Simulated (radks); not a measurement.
Spherical quantum dot in the effective-mass picture: electrons in a parabolic well V = omega^2 r^2 / 2 with omega = 0.531, all in effective atomic units (hartree* = m*/eps^2 hartree, bohr* = eps/m* bohr), one dielectric constant everywhere. Method: non-relativistic Kohn-Sham, LDA (Slater exchange, Perdew-Wang correlation), spin-polarised, spherical densities; computed with a radial shooting solver with Libxc functionals. Levels are named by radial order and angular momentum (1s, 1p, 1d, 2s, ...), and open shells are averaged over m. Results are scaled to m* = 0.097 and eps = 16, for which hartree* = 10.31 meV and bohr* = 8.729 nm. Each electron was tried in the lowest free levels, single moves between levels near the top were tried too, and the lowest total energy was kept; such a search can miss a lower state. At N = 1 the Hartree and exchange-correlation terms need not cancel, so that row can carry a self-interaction error.

N        open shells  2S  E (meV)  mu = E(N) - E(N-1) (meV)  addition energy mu(N+1) - mu(N) (meV)  rms radius (nm)
1   1s(up 1, down 0)   1  8.41928                    8.4193                                  5.201            14.82
2               none   0  22.0400                    13.621                                  8.238            16.03
3   1p(up 1, down 0)   1  43.8991                    21.859                                  3.397            18.17
4   1p(up 2, down 0)   2  69.1548                    25.256                                  3.385            19.47
5   1p(up 3, down 0)   3  97.7954                    28.641                                  4.111            20.46
6   1p(up 3, down 1)   2  130.547                    32.752                                  3.054            21.36
7   1p(up 3, down 2)   1  166.353                    35.806                                  3.041            22.13
8               none   0  205.200                    38.847                                  6.324            22.82
9   1d(up 1, down 0)   1  250.372                    45.171                                  2.695            23.70
10  1d(up 2, down 0)   2  298.238                    47.866                                  2.669            24.47
11  1d(up 3, down 0)   3  348.773                    50.535                                  2.638            25.16
12  1d(up 4, down 0)   4  401.945                    53.173                                  2.605            25.78
13  1d(up 5, down 0)   5  457.723                    55.778                                  3.191            26.36
14  1d(up 5, down 1)   4  516.692                    58.969                                  2.463            26.92
15  1d(up 5, down 2)   3  578.123                    61.431                                  2.445            27.44
16  1d(up 5, down 3)   2  641.999                    63.876                                  2.423            27.93
17  1d(up 5, down 4)   1  708.297                    66.299                                  2.399            28.40
18              none   0  776.995                    68.698                                  2.997            28.85
19  2s(up 1, down 0)   1  848.689                    71.694                                  2.685            29.29
20              none   0  923.069                    74.380                                  4.069            29.72
21  1f(up 1, down 0)   1  1001.52                    78.449                                  2.191            30.19
22  1f(up 2, down 0)   2  1082.16                    80.640                                  2.174            30.63
23  1f(up 3, down 0)   3  1164.97                    82.814                                  2.158            31.06
24  1f(up 4, down 0)   4  1249.94                    84.972                                  2.141            31.47
25  1f(up 5, down 0)   5  1337.06                    87.112                                  2.124            31.86
26  1f(up 6, down 0)   6  1426.29                    89.236                                  2.107            32.24
27  1f(up 7, down 0)   7  1517.63                    91.343                                  2.567            32.61
28  1f(up 7, down 1)   6  1611.54                    93.910                                  2.043            32.97
29  1f(up 7, down 2)   5  1707.50                    95.953                                  2.031            33.32
30  1f(up 7, down 3)   4  1805.48                    97.984                                  2.018            33.66
31  1f(up 7, down 4)   3  1905.48                    100.00                                  2.005            33.99
32  1f(up 7, down 5)   2  2007.49                    102.01                                  1.992            34.31
33  1f(up 7, down 6)   1  2111.49                    104.00                                      -            34.62

All shells are closed at N = 2, 8, 18, 20 (there: 1s2 1p6 1d10 2s2); the second difference of the energy has clear peaks (12 % above both neighbours; the first and last values, which can be the largest, are not judged, and half-filled shells can peak too) at N = 2, 5, 8, 13, 20, 27.
